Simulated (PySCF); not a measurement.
A calculated (LDA, PySCF 2.14, x2c-TZVPPall with one added diffuse shell each of s, p, d, f type, scalar relativity by spin-free X2C-1e) atom or ion has these occupied shells.

```
shell  electrons  orbital energy (eV)  rms radius, mean of both spins (bohr)
 1s α          1             -67088.9                                 0.0212
 1s β          1             -67088.8                                 0.0212
 2s α          1             -11535.7                                 0.0854
 2s β          1             -11535.6                                 0.0854
 2p α          3             -10149.7                                 0.0775
 2p β          3             -10149.6                                 0.0775
 3s α          1              -2649.7                                  0.219
 3s β          1              -2649.6                                  0.219
 3p α          3              -2235.2                                  0.220
 3p β          3              -2235.1                                  0.220
 3d α          5              -1734.4                                  0.201
 3d β          5              -1734.3                                  0.201
 4s α          1              -545.37                                  0.488
 4s β          1              -545.26                                  0.488
 4p α          3              -408.51                                  0.520
 4p β          3              -408.40                                  0.520
 4d α          5              -229.19                                  0.564
 4d β          5              -229.05                                  0.564
 5s α          1              -80.664                                   1.17
 5s β          1              -79.597                                   1.17
 5p α          3              -47.570                                   1.38
 5p β          3              -46.134                                   1.38
 4f α          7              -32.615                                  0.722
 4f β          7              -32.308                                  0.722
 6s α          1              -12.571                                   3.22
 5d α          3              -11.612                                   2.30
```

Q: Name the element and its charge.

A: Ta⁺ (tantalum, charge +1), in [Xe] 4f14 5d3 6s1, high-spin 5F determinant.
